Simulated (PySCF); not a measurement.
# Spin-rotation constants: `F[PH2+][BH2-]C#N`, CH4BFNP

Geometry (Å), atoms numbered from 1 in this order:
```xyz
9

N     2.045    0.642   -1.696
C     1.509    0.189   -0.787
B     0.764   -0.421    0.430
P    -1.003    0.165    0.057
F    -2.113   -0.285    1.136
H     0.767   -1.609    0.411
H     1.099    0.066    1.462
H    -1.351    1.508    0.030
H    -1.703   -0.249   -1.068
```

Level of theory: GIAO B3LYP/pcSseg-1 magnetisability, rotational g tensor and spin-rotation constants, non-relativistic, gas phase in PySCF. Geometry: GFN2-xTB.

**Question.** Give the nuclear spin-rotation constants along the inertial axes (H = +C I·J) beside the isotropic shieldings.

**Answer.** Rotational constants 15.6377, 1.8294, 1.6842 GHz. A star marks the isotopologue with that one atom substituted, in its own axes.
| atom | isotope | Caa (kHz) | Cbb (kHz) | Ccc (kHz) | mean (kHz) | σ (ppm) |
| --- | --- | --- | --- | --- | --- | --- |
| N1 | 14N | 1.339 | 0.338 | 0.457 | 0.711 | -83.3 |
| B3 | 11B | 1.633 | 0.221 | 0.197 | 0.683 | 145.0 |
| P4 | 31P | 21.845 | 3.287 | 3.910 | 9.681 | 213.3 |
| F5 | 19F | 7.311 | 0.716 | 0.057 | 2.695 | 419.2 |
| H6 | 1H | -1.605 | -0.098 | -0.035 | -0.579 | 29.6 |
| H7 | 1H | -1.603 | -0.097 | -0.037 | -0.579 | 29.7 |
| H8 | 1H | -1.695 | -0.055 | 0.020 | -0.577 | 24.7 |
| H9 | 1H | -1.695 | -0.054 | 0.019 | -0.577 | 24.7 |
| C2 | 13C* | 2.292 | 0.597 | 0.744 | 1.211 | 61.1 |

For the geometry as given, no vibrational averaging.

**Question.** How do the rotational constants and the g tensor change when H6, H7, H8, H9 are replaced by deuterium?

**Answer.** Constants 11.1688, 1.7897, 1.6269 GHz; g -0.0437, -0.0267, -0.0293, against -0.0589, -0.0275, -0.0303 before.
